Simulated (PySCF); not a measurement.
# `C=C(C)[C@@H]1C[SiH2][C@H]1C#CC`: 4 charge schemes on one density

Species: C₉H₁₄Si.
Geometry (GFN2-xTB, Å), atoms numbered from 1 in this order:
```
atom  x, y, z in Å
C1    -2.8201    0.1535   -0.0850
C2    -1.6924    0.1588   -0.7807
C3    -1.5132    1.0131   -1.9989
C4    -0.4928   -0.6448   -0.3726
C5    -0.7577   -2.1252   -0.0037
Si6    0.2102   -1.9612    1.6315
C7     0.1405   -0.1533    0.9695
C8     1.3683    0.5727    0.8045
C9     2.4067    1.1438    0.6142
C10    3.6574    1.8460    0.4081
H11   -3.6679    0.7512   -0.3746
H12   -2.9472   -0.4448    0.8021
H13   -1.3014    0.3908   -2.8687
H14   -2.4023    1.6057   -2.2007
H15   -0.6655    1.6837   -1.8560
H16    0.2631   -0.5898   -1.1591
H17   -1.8196   -2.3322    0.1101
H18   -0.3751   -2.8195   -0.7490
H19   -0.5208   -2.2183    2.8726
H20    1.5411   -2.5640    1.6556
H21   -0.5688    0.4685    1.5221
H22    4.4562    1.1354    0.1926
H23    3.9213    2.4103    1.3029
H24    3.5683    2.5392   -0.4293
```

Density: PBE0/pcSseg-1 (PySCF); schemes: Mulliken, IAO, Hirshfeld and ESP-fitted. Isolated species at its GFN2-xTB geometry (one conformer only).

Question: Tabulate the Mulliken, IAO, Hirshfeld and ESP-fitted charges.

Answer: In e:

| atom | environment | Mulliken | IAO | Hirshfeld | ESP-fitted |
| --- | --- | --- | --- | --- | --- |
| C1 | terminal =CH2 carbon | -0.072 | -0.354 | -0.120 | -0.644 |
| C2 | fully substituted alkene carbon | -0.356 | +0.039 | +0.021 | +0.323 |
| C3 | allylic carbon | -0.147 | -0.422 | -0.116 | -0.526 |
| C4 | allylic carbon | -0.218 | -0.101 | -0.017 | +0.009 |
| C5 | sp3 carbon bound to silicon | -0.404 | -0.541 | -0.164 | -0.450 |
| Si6 | SiH2 silicon | +0.684 | +0.752 | +0.356 | +0.449 |
| C7 | sp3 carbon bound to silicon | -0.486 | -0.384 | -0.101 | +0.007 |
| C8 | alkyne carbon | +0.153 | -0.074 | -0.073 | -0.413 |
| C9 | alkyne carbon | -0.371 | -0.083 | -0.071 | +0.169 |
| C10 | propargylic carbon | -0.188 | -0.432 | -0.101 | -0.544 |
| H11 | vinylic hydrogen | +0.102 | +0.145 | +0.041 | +0.213 |
| H12 | vinylic hydrogen | +0.100 | +0.136 | +0.040 | +0.202 |
| H13 | methyl hydrogen | +0.126 | +0.147 | +0.045 | +0.133 |
| H14 | methyl hydrogen | +0.110 | +0.144 | +0.045 | +0.156 |
| H15 | methyl hydrogen | +0.135 | +0.153 | +0.045 | +0.143 |
| H16 | methine hydrogen | +0.114 | +0.141 | +0.040 | +0.104 |
| H17 | methylene hydrogen | +0.140 | +0.150 | +0.034 | +0.117 |
| H18 | methylene hydrogen | +0.142 | +0.149 | +0.036 | +0.123 |
| H19 | Si–H hydrogen | -0.083 | -0.119 | -0.075 | -0.114 |
| H20 | Si–H hydrogen | -0.075 | -0.112 | -0.072 | -0.087 |
| H21 | methine hydrogen | +0.166 | +0.169 | +0.043 | +0.101 |
| H22 | methyl hydrogen | +0.141 | +0.166 | +0.055 | +0.175 |
| H23 | methyl hydrogen | +0.143 | +0.168 | +0.057 | +0.179 |
| H24 | methyl hydrogen | +0.141 | +0.166 | +0.055 | +0.176 |

Mean size of the charges over all atoms: ESP-fitted 0.232 e, IAO 0.219 e, Mulliken 0.200 e, Hirshfeld 0.076 e. Each set sums to the total charge, 0, to within 0.001 e. The Hirshfeld scheme weights the molecular density at each point by an atom's share of the summed free-atom densities.

Lowest charge. The schemes don't all agree: Mulliken C7 (-0.486); IAO C5 (-0.541); Hirshfeld C5 (-0.164); ESP-fitted C1 (-0.644).

Highest charge. All schemes agree: Mulliken Si6 (+0.684); IAO Si6 (+0.752); Hirshfeld Si6 (+0.356); ESP-fitted Si6 (+0.449).

Question: How closely do the schemes follow one another over all atoms?

Answer: Correlation coefficient and root-mean-square difference: IAO with Hirshfeld 0.96, 0.181 e; Mulliken with IAO 0.83, 0.153 e; IAO with ESP-fitted 0.83, 0.165 e; Mulliken with Hirshfeld 0.82, 0.175 e; Hirshfeld with ESP-fitted 0.78, 0.220 e; Mulliken with ESP-fitted 0.42, 0.293 e.

Question: Sum the charges by element, for elements with more than one atom.

Answer: 
```tsv
element	atoms	Mulliken	IAO	Hirshfeld	ESP-fitted
C	9	-2.088	-2.354	-0.743	-2.069
H	14	+1.404	+1.602	+0.388	+1.621
```

Question: How many electrons does the Hirshfeld scheme count on C5?

Answer: Z − q = 6 − (-0.164) = 6.164.
